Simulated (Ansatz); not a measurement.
Ansatz (an electronic-structure program) input file for Cd(Br)(OH) (BrCdHO), SMILES [OH][Cd][Br], B3LYP-D3(BJ)/def2-TZVP. 

Ansatz 0.2 input:
```yaml
crystal:
  periodic: [false, false, false]
  atoms:
    - {symbol: Cd, position_ang: [0.15897563, -0.10535860, 0.79979519]}
    - {symbol: Br, position_ang: [-0.26036868, 0.66258472, -1.42863156]}
    - {symbol: O, position_ang: [0.15287260, -1.98126238, 1.18969483]}
    - {symbol: H, position_ang: [0.25909242, -2.28315313, 2.09437703]}
basis:
  gaussian:
    orbitals: def2-TZVP
hamiltonian:
  xc: b3lyp
  dispersion: d3bj
relax: {f_tol: 0.002, max_steps: 200}
```

Program output:

```
WARN ansatz: RAYON_NUM_THREADS=1 ignored (pool sized by the plan → 1); use --threads N
Functional definition: B3LYP
integrals: 0.05 GiB planned
1006 factors; their error is unknown
mean field: 0.47 GiB planned
mean field evaluation 1: about -76669.7929 eV, gradient 6.9e1 eV
mean field evaluation 2: about -76560.9070 eV, gradient 1.9e2 eV
mean field evaluation 4: about -76677.4926 eV, gradient 2.1e1 eV
mean field evaluation 8: about -76678.4036 eV, gradient 1.1e-1 eV
mean field evaluation 16: about -76678.8129 eV, gradient 3.1e-3 eV
mean field -76678.81294585 eV, -2817.8944009937 hartree, gradient 2.5e-5 eV, S^2 0.000000; 0 other end points of the search recorded, 0 dependent functions left out
the calculation of the forces begins
reference -76678.81316304 eV, -2817.8944089755 hartree; 32, 32 occupied and 93, 93 virtual orbitals, 1006 factors
relax step   1: F+E_penalty+E_count = -76678.95994848 eV  Δ(F+E_penalty+E_count) = +0.000e0 eV  max|allowed force component| = 1.556e0 eV/Å  Δτ_max = 0.0000 Å  (30 SCF iters, accepted)
these checks for a lower state are left out or cut short: starts, cluster_reference, orbital_swaps, neighbouring_geometries, increment
integrals: 0.05 GiB planned
1006 factors; their error is unknown
mean field: 0.46 GiB planned
mean field -76679.14592765 eV, -2817.9066378491 hartree, gradient 1.4e-5 eV, S^2 0.000000; 0 other end points of the search recorded, 0 dependent functions left out
the calculation of the forces begins
reference -76679.14614766 eV, -2817.9066459345 hartree; 32, 32 occupied and 93, 93 virtual orbitals, 1006 factors
relax step   2: F+E_penalty+E_count = -76679.28796830 eV  Δ(F+E_penalty+E_count) = -3.280e-1 eV  max|allowed force component| = 7.777e-1 eV/Å  Δτ_max = 0.1949 Å  (38 SCF iters, accepted)
these checks for a lower state are left out or cut short: starts, cluster_reference, orbital_swaps, neighbouring_geometries, increment
integrals: 0.05 GiB planned
1006 factors; their error is unknown
mean field: 0.46 GiB planned
mean field evaluation 32: about -76679.3624 eV, gradient 4.3e-1 eV
mean field -76679.36251294 eV, -2817.9145972120 hartree, gradient 1.5e-5 eV, S^2 0.000000; 0 other end points of the search recorded, 0 dependent functions left out
the calculation of the forces begins
reference -76679.36273378 eV, -2817.9146053275 hartree; 32, 32 occupied and 93, 93 virtual orbitals, 1006 factors
relax step   3: F+E_penalty+E_count = -76679.50225749 eV  Δ(F+E_penalty+E_count) = -2.143e-1 eV  max|allowed force component| = 5.236e-1 eV/Å  Δτ_max = 0.1959 Å  (38 SCF iters, accepted)
these checks for a lower state are left out or cut short: starts, cluster_reference, orbital_swaps, neighbouring_geometries, increment
integrals: 0.05 GiB planned
1006 factors; their error is unknown
mean field: 0.46 GiB planned
mean field -76679.51038486 eV, -2817.9200314048 hartree, gradient 1.7e-5 eV, S^2 0.000000; 0 other end points of the search recorded, 0 dependent functions left out
the calculation of the forces begins
reference -76679.51060552 eV, -2817.9200395138 hartree; 32, 32 occupied and 93, 93 virtual orbitals, 1006 factors
relax step   4: F+E_penalty+E_count = -76679.64950435 eV  Δ(F+E_penalty+E_count) = -1.472e-1 eV  max|allowed force component| = 2.972e-1 eV/Å  Δτ_max = 0.1999 Å  (37 SCF iters, accepted)
these checks for a lower state are left out or cut short: starts, cluster_reference, orbital_swaps, neighbouring_geometries, increment
integrals: 0.05 GiB planned
1006 factors; their error is unknown
mean field: 0.46 GiB planned
mean field -76679.56688103 eV, -2817.9221076005 hartree, gradient 1.4e-5 eV, S^2 0.000000; 0 other end points of the search recorded, 0 dependent functions left out
the calculation of the forces begins
reference -76679.56710118 eV, -2817.9221156909 hartree; 32, 32 occupied and 93, 93 virtual orbitals, 1006 factors
relax step   5: F+E_penalty+E_count = -76679.70655948 eV  Δ(F+E_penalty+E_count) = -5.706e-2 eV  max|allowed force component| = 1.305e0 eV/Å  Δτ_max = 0.1999 Å  (36 SCF iters, accepted)
these checks for a lower state are left out or cut short: starts, cluster_reference, orbital_swaps, neighbouring_geometries, increment
integrals: 0.05 GiB planned
1006 factors; their error is unknown
mean field: 0.46 GiB planned
mean field -76679.59818652 eV, -2817.9232580561 hartree, gradient 2.4e-5 eV, S^2 0.000000; 0 other end points of the search recorded, 0 dependent functions left out
the calculation of the forces begins
reference -76679.59840683 eV, -2817.9232661523 hartree; 32, 32 occupied and 93, 93 virtual orbitals, 1006 factors
relax step   6: F+E_penalty+E_count = -76679.73756109 eV  Δ(F+E_penalty+E_count) = -3.100e-2 eV  max|allowed force component| = 1.255e-1 eV/Å  Δτ_max = 0.1128 Å  (31 SCF iters, accepted)
these checks for a lower state are left out or cut short: starts, cluster_reference, orbital_swaps, neighbouring_geometries, increment
integrals: 0.05 GiB planned
1006 factors; their error is unknown
mean field: 0.46 GiB planned
mean field evaluation 64: about -76679.6012 eV, gradient 3.1e-3 eV
mean field -76679.60118093 eV, -2817.9233680989 hartree, gradient 1.2e-5 eV, S^2 0.000000; 0 other end points of the search recorded, 0 dependent functions left out
the calculation of the forces begins
reference -76679.60140085 eV, -2817.9233761805 hartree; 32, 32 occupied and 93, 93 virtual orbitals, 1006 factors
relax step   7: F+E_penalty+E_count = -76679.74089230 eV  Δ(F+E_penalty+E_count) = -3.331e-3 eV  max|allowed force component| = 7.500e-2 eV/Å  Δτ_max = 0.0399 Å  (31 SCF iters, accepted)
these checks for a lower state are left out or cut short: starts, cluster_reference, orbital_swaps, neighbouring_geometries, increment
integrals: 0.05 GiB planned
1006 factors; their error is unknown
mean field: 0.46 GiB planned
mean field -76679.60151611 eV, -2817.9233804164 hartree, gradient 1.7e-5 eV, S^2 0.000000; 0 other end points of the search recorded, 0 dependent functions left out
the calculation of the forces begins
reference -76679.60173603 eV, -2817.9233884982 hartree; 32, 32 occupied and 93, 93 virtual orbitals, 1006 factors
relax step   8: F+E_penalty+E_count = -76679.74123322 eV  Δ(F+E_penalty+E_count) = -3.409e-4 eV  max|allowed force component| = 5.107e-3 eV/Å  Δτ_max = 0.0085 Å  (33 SCF iters, accepted)
these checks for a lower state are left out or cut short: starts, cluster_reference, orbital_swaps, neighbouring_geometries, increment
integrals: 0.05 GiB planned
1006 factors; their error is unknown
mean field: 0.46 GiB planned
mean field -76679.60152234 eV, -2817.9233806453 hartree, gradient 1.6e-5 eV, S^2 0.000000; 0 other end points of the search recorded, 0 dependent functions left out
the calculation of the forces begins
reference -76679.60174226 eV, -2817.9233887272 hartree; 32, 32 occupied and 93, 93 virtual orbitals, 1006 factors
relax step   9: F+E_penalty+E_count = -76679.74123725 eV  Δ(F+E_penalty+E_count) = -4.029e-6 eV  max|allowed force component| = 1.628e-3 eV/Å  Δτ_max = 0.0009 Å  (33 SCF iters, accepted)
integrals: 0.05 GiB planned
1006 factors; their error is unknown
mean field: 0.46 GiB planned
mean field evaluation 96: about -76679.6014 eV, gradient 4.5e-1 eV
mean field -76679.60152234 eV, -2817.9233806453 hartree, gradient 1.6e-5 eV, S^2 0.000000; 1 other end points of the search recorded, 0 dependent functions left out
the calculation of the forces begins
reference -76679.60174226 eV, -2817.9233887272 hartree; 32, 32 occupied and 93, 93 virtual orbitals, 1006 factors
Total energy: -76679.74145717 eV, -2817.9285231553 hartree
Atom 0 at     0.023030    -0.653336     0.234107 Å, force     0.000046    -0.000187     0.000601 eV/Å
Atom 1 at    -0.225200     1.175971    -1.327676 Å, force    -0.000131     0.000613    -0.001159 eV/Å
Atom 2 at     0.222110    -2.234934     1.409103 Å, force    -0.000024     0.001202     0.000438 eV/Å
Atom 3 at     0.290631    -1.994891     2.339702 Å, force     0.000109    -0.001628     0.000119 eV/Å
Dipole moment:     0.026143     0.061142     0.334925 e Å
```

Self-consistency was reached.
